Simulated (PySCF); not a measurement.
## Charge-transfer reorganisation: SMILES O(P(OC)(=O)O[SiH3])C, C2H9O4PSi

Cartesian coordinates in Å; atom numbers follow the order of the lines, from 1:
```xyz
17

C    -1.776   -1.930   -0.369
O    -0.510   -1.591    0.169
P     0.282   -0.311   -0.389
O     0.378   -0.174   -1.855
O    -0.457    0.902    0.355
C    -0.406    2.216   -0.173
O     1.651   -0.468    0.409
Si    2.688   -1.780    0.636
H    -1.763   -1.875   -1.471
H    -1.996   -2.961   -0.054
H    -2.555   -1.255    0.027
H    -0.416    2.197   -1.276
H    -1.293    2.751    0.200
H     0.503    2.736    0.178
H     2.567   -2.726   -0.512
H     4.065   -1.214    0.710
H     2.340   -2.464    1.914
```

Theory: PySCF 2.14.0, UKS PBE0/def2-SV(P) four-point reorganisation energy, gas phase. Geometry: PBE0/def2-SV(P).

The conformer changes in this relaxation, which adds to the reorganisation energy.

**Question.** What is the inner reorganisation energy for hole transfer, with the ionisation energy?

**Answer.** λ = 0.796 (surface of the oxidised species) + 1.207 (surface of the starting species) = 2.003 eV. The ionisation energy is 10.24 eV vertical and 9.44 eV adiabatic without zero-point energy; at the relaxed geometry of the oxidised species the two energies differ by 8.24 eV. Largest bond changes: P3–O4 1.476 → 1.571 Å, O7–Si8 1.688 → 1.759 Å, P3–O7 1.592 → 1.530 Å, O2–P3 1.606 → 1.550 Å, P3–O5 1.603 → 1.569 Å. ⟨S²⟩ of the relaxed oxidised species 0.756.
